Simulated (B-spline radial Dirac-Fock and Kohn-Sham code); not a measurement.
Atomic SCF run for Co⁵⁺

ΔSCF core binding energies without Breit or QED terms, calculated with a B-spline atomic structure program. Keys: rel is the Hamiltonian (dirac, or spin-free x2c and nr, where L3 and M5 stand for the whole 2p and 3d shells), method is hf or an exchange,correlation pair (spin-unpolarised, also for the hole states), nuc the nuclear model, radius_factor scales its radius, rmax is the box in bohr, h the logarithmic mesh step, order the B-spline order, points the quadrature points per cell, c_factor scales the speed of light, and damp, ndamp, maxit and tol steer the iteration. The run stops when the commutator error falls below 10·tol·max(1, Z/10), or the numerical noise floor, and the energy has settled to about 1e-8 Ha; the virial ratio is −V/T.

Input (task.json):

```json
{"items": [{"Z": 27, "q": 5, "cfg": [[1, 0, 2], [2, 0, 2], [2, 1, 6], [3, 0, 2], [3, 1, 6], [3, 2, 4]], "A": 59, "rrms": 3.7875, "do": "settings", "holes": ["K", "L3", "M5"],
  "settings": [{"rel": "dirac", "method": "hf", "nuc": "fermi", "radius_factor": 1.0, "rmax": 45.0, "h": 0.3, "order": 8, "points": 10, "c_factor": 1.0, "maxit": 60, "damp": 0.5, "ndamp": 3, "tol": 1e-08, "cfg": "1s2 2s2 2p6 3s2 3p6 3d11"}]}]}
```

Command: `python xray2_run.py task.json out`

The program stops without a result: overfilled shell.

**Question.** One setting is unsound. Which, and why?

**Answer.** cfg puts more electrons in a shell than it can hold. With the default settings (Dirac Hartree-Fock): The ground state converged in 10 iterations, with total energy -1385.23438 Ha, virial ratio 1.98447 and highest orbital energy -101.86 eV. ΔSCF binding energies: K (1s) 7832.8 eV, L3 (2p3/2) 894.1 eV. Holes are computed only in closed shells, and unreliable hole states are left out.
